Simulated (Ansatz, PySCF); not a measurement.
Energy difference R1 + R2 → P1, each structure at its B3LYP-D3(BJ)/def2-TZVP stationary point, reached from a drawn start (curvature not checked).
R1: H2 (SMILES [H][H]), charge 0, multiplicity 1.
R2: OSi (SMILES [O+]#[Si-]), charge 0, multiplicity 1.
P1: H2OSi (SMILES O=[SiH2]), charge 0, multiplicity 1.

P less R. No zero-point or thermal terms.

Cores are frozen in the correlated methods. CBS: X⁻³ extrapolation of the correlation energy, Hartree–Fock from the larger set.

Codes used: Ansatz (a first-principles code) with Gaussian orbitals; PySCF for the D3/D4 terms. Each number belongs to the level named beside it.

```
level                                  reaction energy (eV)
-------------------------------------  --------------------
PBE-D3(BJ)/def2-TZVPP                                -0.220
r2SCAN-D4/def2-TZVPP                                 -0.328
B3LYP-D4/def2-TZVPP                                  -0.177
CAM-B3LYP-D3(BJ)/def2-TZVPP                          -0.242
B2PLYP/def2-TZVPP                                    -0.140
MP2/cc-pV(Q+d)Z                                      -0.173
SCS-MP2/cc-pV(D+d)Z                                  -0.060
CCSD/cc-pV(Q+d)Z                                          …
CCSD(T)/CBS(cc-pV(T+d)Z, cc-pV(Q+d)Z)                     …
```

Problem. Fill in the missing entries.

Solution. 
- CCSD/cc-pV(Q+d)Z, reaction energy (eV): -0.205
- CCSD(T)/CBS(cc-pV(T+d)Z, cc-pV(Q+d)Z), reaction energy (eV): -0.189
